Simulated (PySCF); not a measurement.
W⁵⁸⁺: ionisation energy

W⁵⁸⁺ [Ne] 3s2 3p4 (3P) → W⁵⁹⁺ [Ne] 3s2 3p3 (4S), as a difference of total energies. Calculation: PySCF 2.14, in an even-tempered Gaussian basis (17 s from 15 bohr⁻², ratio 2.5; 12 p from 19 bohr⁻², ratio 2.5; 4 d from 79 bohr⁻², ratio 2.7; 4 f from 120 bohr⁻², ratio 2.7); the spin-free X2C one-electron Hamiltonian (Gaussian nucleus). Correlated levels: outer shells: 1s2 frozen; virtual orbitals above 40 to 60 times the deepest correlated orbital energy dropped. The calculations carry no spin-orbit coupling.

| method | ionisation energy (eV) |
| --- | --- |
| UHF | 6074.6 |
| MP2 (outer shells) | 6075.9 |
| SCS-MP2 (outer shells) | 6075.9 |
| CCSD (outer shells) | 6075.9 |
| CCSD(T) (outer shells) | 6075.9 |

Spin-orbit coupling is strong in these open shells (close to jj coupling). The scalar numbers leave it out and a first-order estimate fails, so it can dominate the gap to the real levels.

The ground level that NIST lists for one species does not belong to the high-spin term computed here, so part of any gap is the choice of state.

Breit and QED terms and the two-electron picture change are absent.

For comparison: 5970 ± 5 eV (semi-empirical (NIST evaluation); NIST Atomic Spectra Database, ionization energies).
